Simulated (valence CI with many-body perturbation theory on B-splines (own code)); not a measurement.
# Which ion has this spectrum?

A relativistic CI+MBPT calculation for an atom or ion with 6 electrons gives these levels (cm⁻¹):

| J | Parity | E | g |
| --- | --- | --- | --- |
| 0 | even | 0 |  |
| 1 | even | 453732 | 1.49 |
| 2 | even | 538775 | 1.23 |
| 2 | even | 1053449 | 1.25 |
| 0 | even | 1252740 |  |
| 2 | odd | 1272291 | 1.82 |
| 1 | odd | 1633073 | 0.91 |
| 2 | odd | 1790202 | 1.38 |
| 3 | odd | 1932684 | 1.32 |
| 0 | odd | 2109134 |  |
| 1 | odd | 2159291 | 1.27 |
| 2 | odd | 2226534 | 1.19 |
| 1 | odd | 2307051 | 1.53 |
| 2 | odd | 2636144 | 1.25 |

The energies are calculated, and their last digits are not significant.

(1) Which is it?
A. Br29+
B. Sr32+
C. Rb31+
D. Y33+

## Answers

(1) C. Rb31+, ground level (2s^2 2p1/2^2) J=0.
